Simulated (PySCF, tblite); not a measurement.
A set of runs on `C[C](C)C(=O)NC` [radical]; the geometry of each is named by its level. Settings lines and outputs come from a driver script.

Species: C5H10NO (doublet state).
Bonds: C1–N2, N2–C3, C3–O4 (double), C3–C5, C5–C6, C5–C7. Hydrogens: H8, H9, H10 on C1; H11 on N2; H12, H13, H14 on C6; H15, H16, H17 on C7.

Step 1: GFN2-xTB geometry optimisation, gas phase (tblite 0.8.0) (from a force-field or distance-geometry start)
```json
{"job": {"kind": "relax", "xc": "GFN2-xTB", "basis": "xTB"}, "charge": 0, "multiplicity": 2}
```
```
step      E/eV     max force
  0    -618.71814    2.430
  1    -618.76120    1.499
  2    -618.78860    0.424
...
115    -618.92518    0.015
116    -618.92524    0.020
117    -618.92528    0.017
118    -618.92532    0.011
119    -618.92534    0.009
```

Energy lowered by 4.8 kcal/mol over 119 steps; largest atomic force 0.009 eV/Å at the end. «max force» is the largest atomic force in eV/Å.

The run took 0.51 s wall on an Arm Neoverse V2 with one thread (shared host).

Step 2: GFN2-xTB harmonic vibrations, gas phase (tblite 0.8.0) (on the GFN2-xTB geometry)
```json
{"job": {"kind": "ir", "xc": "GFN2-xTB", "basis": "xTB"}, "charge": 0, "multiplicity": 2}
```
```
(table of modes left out)
```

45 modes from 57 to 3498 cm⁻¹ (unscaled, harmonic); zero-point energy 88.4 kcal/mol; all wavenumbers are real at this level.

The run took 0.35 s on one thread of an Arm Neoverse V2 (shared host).

Step 3: UKS B3LYP, pcH-1 on C H N O, non-relativistic, mean-field spin-orbit, GIAO (PySCF 2.14.0) (on the GFN2-xTB geometry)
```json
{"job": {"kind": "epr", "basis": "pcH-1"}, "charge": 0, "multiplicity": 2}
```
```
...
E = -326.53345082 Eh   <S^2> = 0.7553 (exact 0.7500)
g shifts (ppm)      1          2          3
  rmc          -169       -169       -169
  gc             -8         34         30
  oz_so         -22       1300       2267
  total        -199       1166       2128
hyperfine (MHz)  atom isotope    a_iso     a_fc   dipolar eigenvalues
    0   13C      -3.07      -3.07     -0.48     -0.11      0.60
    1   14N       1.20       1.20     -3.02     -2.42      5.44
    2   13C     -36.35     -36.35     -4.46      0.05      4.41
    3   17O      -9.86      -9.86    -44.70     21.86     22.84
    4   13C      74.98      74.98    -70.45    -70.35    140.80
    5   13C     -29.55     -29.55     -2.31      1.08      1.23
    6   13C     -28.13     -28.13     -1.96      0.39      1.56
    7    1H       0.38       0.38     -1.83     -1.18      3.01
    8    1H      10.90      10.90     -1.16     -0.98      2.14
    9    1H      11.00      11.00     -1.16     -0.97      2.13
   10    1H      -4.04      -4.04     -3.63     -0.75      4.38
   11    1H       2.62       2.62     -4.01     -3.39      7.40
   12    1H      93.33      93.33     -4.62     -3.27      7.88
   13    1H     104.92     104.92     -4.70     -3.25      7.95
   14    1H       2.18       2.18     -4.14     -3.34      7.47
...
```

⟨S²⟩ 0.755; g_iso 2.0034. rmc, gc and oz_so are the mass-correction, gauge-correction and orbital-Zeeman/spin–orbit parts of the g shift along its three principal axes; a_iso is the isotropic hyperfine coupling and a_fc its Fermi-contact part. The log counts atoms from 0, this text from 1.

Hardware: an Arm Neoverse V2 with one thread, on a shared host. Cost: 52 s of wall time (with the writing of density and orbital grids), 1.0 GiB resident at most.

Geometry of the electronic-property runs (GFN2-xTB):
```
atom  x, y, z in Å
C1     2.6909    0.6180    0.1359
N2     1.2755    0.5989   -0.1150
C3     0.4736   -0.4234    0.3292
O4     0.9478   -1.3680    0.9609
C5    -0.9285   -0.3202    0.0151
C6    -1.8209   -1.4099    0.4716
C7    -1.5141    0.8207   -0.7393
H8     2.9274   -0.2838    0.6990
H9     3.2553    0.6187   -0.8001
H10    2.9743    1.4962    0.7217
H11    0.8794    1.3654   -0.6294
H12   -1.2453   -2.1336    1.0432
H13   -2.6312   -1.0162    1.0896
H14   -2.2846   -1.9129   -0.3812
H15   -2.5849    0.6775   -0.8651
H16   -1.3566    1.7671   -0.2148
H17   -1.0651    0.9176   -1.7312
```

 (This holds for the electronic-property runs.)

One conformer stands for the species.
